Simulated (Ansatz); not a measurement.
Born–Oppenheimer molecular dynamics of BCl2H5OSi (10 atoms, charge 0, multiplicity 1). It starts at the highest image of a converged band. Of that band: Neighbouring images differ by up to 1.8 eV, so the band resolves the path poorly. A vibrational analysis at the climbing image gives one clearly imaginary mode, 1278i cm⁻¹: a first-order saddle point.

Computed with RKS BLYP-D4/6-31G* in Ansatz 0.2.0.

- ensemble: NVE (velocity Verlet)
- time step: 0.5 fs
- steps asked: 179
- starting velocities drawn for: 100 K
- seed: 10223

Frames 5 fs apart, positions in Å, forces in eV/Å.

Velocities at 25 fs (Å/ps):

```
B 7.45 18.24 -7.77
O -3.65 0.91 5.97
H -0.07 -17.36 -10.67
Cl -1.19 -0.28 0.68
Cl -0.13 -1.75 0.70
Si 0.17 -1.18 -3.67
H -2.71 -13.94 7.78
H 11.48 27.65 22.60
H -6.28 -19.31 4.67
H 17.31 -82.96 17.92
```

```xyz
10
Properties=species:S:1:pos:R:3:forces:R:3 time_fs=25 energy_less_start_eV=-0.745 T=820
B 0.171 0.498 0.126 0.04 -0.75 -0.50
O -0.111 -0.537 1.689 -0.16 -0.37 0.30
H -1.074 -0.712 1.715 -0.14 -0.06 0.17
Cl 1.632 -0.376 -0.598 -0.54 0.24 0.17
Cl -1.490 0.205 -0.749 0.82 -0.02 0.63
Si 0.522 2.348 0.753 0.45 0.91 0.03
H 1.779 2.493 1.575 -0.15 -0.21 0.07
H 0.827 3.168 -0.466 -0.13 0.03 -0.03
H -0.573 3.048 1.507 -0.07 -0.16 -0.02
H 0.265 -0.623 2.612 -0.12 0.39 -0.82
10
Properties=species:S:1:pos:R:3:forces:R:3 time_fs=30 energy_less_start_eV=-0.638 T=717
B 0.207 0.574 0.078 -0.53 -2.25 -1.31
O -0.128 -0.536 1.727 -0.67 -0.05 0.23
H -1.077 -0.806 1.686 0.28 0.03 0.08
Cl 1.624 -0.376 -0.594 -0.41 0.32 0.08
Cl -1.488 0.196 -0.743 1.03 0.20 0.62
Si 0.525 2.347 0.736 0.52 1.78 0.89
H 1.744 2.399 1.619 -0.11 -0.14 0.04
H 0.868 3.307 -0.365 -0.16 -0.10 -0.12
H -0.610 2.934 1.526 -0.02 -0.07 -0.07
H 0.289 -0.967 2.514 0.07 0.28 -0.44
10
Properties=species:S:1:pos:R:3:forces:R:3 time_fs=35 energy_less_start_eV=-0.692 T=769
B 0.231 0.604 0.003 -1.02 -2.02 -1.13
O -0.153 -0.534 1.770 0.43 -0.82 1.16
H -1.054 -0.898 1.671 -0.32 0.09 -0.21
Cl 1.614 -0.375 -0.590 0.03 0.02 -0.20
Cl -1.478 0.189 -0.733 0.95 0.26 0.35
Si 0.532 2.361 0.727 0.20 1.40 1.01
H 1.687 2.275 1.673 0.09 0.07 0.03
H 0.872 3.423 -0.288 -0.11 -0.22 -0.01
H -0.653 2.805 1.529 -0.01 0.10 -0.07
H 0.334 -1.267 2.281 -0.24 1.12 -0.92
10
Properties=species:S:1:pos:R:3:forces:R:3 time_fs=40 energy_less_start_eV=-0.823 T=895
B 0.233 0.592 -0.095 -1.19 -0.07 0.07
O -0.177 -0.542 1.824 -0.38 -0.74 0.13
H -1.060 -0.949 1.619 0.19 0.54 0.01
Cl 1.604 -0.373 -0.587 0.69 -0.65 -0.55
Cl -1.463 0.183 -0.721 0.49 0.07 -0.12
Si 0.541 2.386 0.726 -0.20 -0.20 0.90
H 1.645 2.168 1.729 0.02 0.29 -0.17
H 0.853 3.496 -0.218 0.06 0.03 -0.10
H -0.698 2.699 1.514 0.07 0.24 -0.08
H 0.369 -1.363 1.929 0.24 0.48 -0.09
10
Properties=species:S:1:pos:R:3:forces:R:3 time_fs=45 energy_less_start_eV=-0.676 T=753
B 0.210 0.578 -0.193 -0.48 1.73 1.06
O -0.202 -0.563 1.883 1.30 -1.38 -0.78
H -1.064 -0.899 1.560 -0.31 0.13 0.12
Cl 1.598 -0.376 -0.587 1.00 -1.05 -0.71
Cl -1.444 0.178 -0.710 -0.38 -0.25 -0.64
Si 0.548 2.409 0.732 -0.57 -1.03 0.20
H 1.612 2.126 1.750 0.13 0.32 -0.12
H 0.847 3.568 -0.167 0.11 -0.02 0.01
H -0.728 2.649 1.483 0.07 0.30 -0.01
H 0.421 -1.295 1.515 -0.86 1.25 0.87
10
Properties=species:S:1:pos:R:3:forces:R:3 time_fs=50 energy_less_start_eV=-0.517 T=600
B 0.178 0.600 -0.268 1.15 2.19 1.29
O -0.215 -0.598 1.931 -0.55 0.12 -0.10
H -1.103 -0.803 1.544 0.16 0.11 0.48
Cl 1.599 -0.386 -0.593 0.51 -0.72 -0.63
Cl -1.428 0.171 -0.703 -1.36 -0.50 -1.01
Si 0.550 2.425 0.740 -0.70 -0.86 -0.39
H 1.610 2.155 1.745 0.22 0.15 0.04
H 0.865 3.632 -0.113 0.06 -0.23 0.06
H -0.742 2.669 1.451 0.03 0.25 0.09
H 0.358 -1.045 1.285 0.49 -0.51 0.17
10
Properties=species:S:1:pos:R:3:forces:R:3 time_fs=55 energy_less_start_eV=-0.415 T=501
B 0.170 0.668 -0.315 1.71 1.31 0.98
O -0.230 -0.636 1.975 0.78 0.01 -0.89
H -1.140 -0.686 1.619 -0.07 -0.10 0.18
Cl 1.603 -0.400 -0.602 -0.13 -0.02 -0.50
Cl -1.421 0.161 -0.703 -1.30 -0.36 -0.99
Si 0.547 2.433 0.745 -0.40 -0.48 -0.01
H 1.650 2.221 1.741 -0.11 -0.04 -0.11
H 0.898 3.649 -0.052 0.05 -0.06 -0.23
H -0.747 2.745 1.437 0.11 0.06 0.08
H 0.328 -0.829 1.152 -0.63 -0.31 1.49
10
Properties=species:S:1:pos:R:3:forces:R:3 time_fs=60 energy_less_start_eV=-0.408 T=495
B 0.197 0.764 -0.341 0.84 -0.69 0.34
O -0.240 -0.672 2.015 -0.99 0.44 2.18
H -1.176 -0.592 1.742 0.12 -0.10 -0.05
Cl 1.607 -0.414 -0.615 -0.64 0.74 -0.27
Cl -1.422 0.149 -0.709 -0.14 0.23 -0.61
Si 0.540 2.438 0.750 -0.03 0.47 0.13
H 1.670 2.277 1.718 -0.14 -0.23 0.00
H 0.941 3.646 -0.042 -0.04 -0.09 -0.29
H -0.729 2.836 1.442 0.06 -0.12 0.05
H 0.257 -0.728 1.220 0.94 -0.65 -1.47
10
Properties=species:S:1:pos:R:3:forces:R:3 time_fs=65 energy_less_start_eV=-0.301 T=392
B 0.242 0.845 -0.359 -0.30 -2.44 -0.13
O -0.254 -0.702 2.072 0.70 0.26 -0.62
H -1.195 -0.518 1.849 0.36 -0.15 -0.24
Cl 1.606 -0.423 -0.630 -0.73 1.20 -0.18
Cl -1.424 0.138 -0.720 0.83 0.82 -0.32
Si 0.533 2.447 0.756 0.32 1.25 -0.02
H 1.664 2.282 1.698 0.07 -0.26 0.18
H 0.975 3.620 -0.094 -0.14 -0.19 -0.07
H -0.698 2.899 1.460 -0.11 -0.16 0.04
H 0.247 -0.759 1.194 -1.01 -0.33 1.35
10
Properties=species:S:1:pos:R:3:forces:R:3 time_fs=70 energy_less_start_eV=-0.309 T=399
B 0.282 0.873 -0.379 -0.81 -2.92 -0.02
O -0.264 -0.728 2.131 -0.19 0.48 1.63
H -1.171 -0.477 1.906 -0.50 0.04 -0.06
Cl 1.600 -0.425 -0.646 -0.66 1.32 -0.12
Cl -1.420 0.133 -0.732 1.14 0.98 -0.16
Si 0.529 2.465 0.762 0.59 0.78 0.08
H 1.664 2.229 1.711 -0.13 -0.05 -0.04
H 0.979 3.558 -0.166 -0.06 0.11 0.04
H -0.690 2.926 1.486 -0.09 -0.14 -0.05
H 0.130 -0.884 1.285 0.71 -0.60 -1.31
10
Properties=species:S:1:pos:R:3:forces:R:3 time_fs=75 energy_less_start_eV=-0.424 T=510
B 0.305 0.840 -0.398 -1.11 -1.80 0.62
O -0.273 -0.749 2.200 -0.24 0.00 -1.53
H -1.192 -0.444 1.952 0.68 -0.30 0.27
Cl 1.590 -0.418 -0.663 -0.23 0.88 -0.20
Cl -1.410 0.134 -0.746 1.00 0.82 -0.15
Si 0.529 2.490 0.768 0.40 -0.28 -0.43
H 1.639 2.165 1.720 -0.07 0.17 -0.05
H 0.969 3.519 -0.226 0.02 0.30 0.19
H -0.701 2.919 1.498 0.00 -0.08 -0.13
H 0.057 -1.099 1.305 -0.44 0.30 1.40
10
Properties=species:S:1:pos:R:3:forces:R:3 time_fs=80 energy_less_start_eV=-0.551 T=632
B 0.302 0.767 -0.404 -1.21 0.04 1.20
O -0.282 -0.767 2.258 0.79 0.23 0.69
H -1.159 -0.447 2.037 -0.98 0.31 -0.19
Cl 1.579 -0.405 -0.682 0.45 0.05 -0.30
Cl -1.392 0.140 -0.761 0.52 0.44 -0.17
Si 0.533 2.513 0.770 0.08 -1.04 -1.19
H 1.603 2.139 1.724 0.20 0.24 0.16
H 0.962 3.545 -0.239 0.00 0.17 0.36
H -0.717 2.895 1.484 -0.04 0.03 -0.06
H -0.059 -1.318 1.498 0.19 -0.47 -0.50
```

Of the whole run (90 fs, mean temperature of the second half 544 K): The conserved energy stayed within 0.12 meV per atom of its start (net change -0.018 meV per atom), so the integration is sound. The kinetic energy rose, since the run started high on the potential surface and went downhill. It ends in pieces (BCl2H3Si + H2O), so much of that is their flight and rotation, not heat. A run of 0.089 ps of so small a system gives no equilibrium averages. The orbitals stay closed-shell, which can raise the energy where a bond breaks towards radicals; this wasn't checked here.

The run took 18 min on 2 threads of AMD EPYC 7571, on a shared host, peak memory 0.16 GiB.
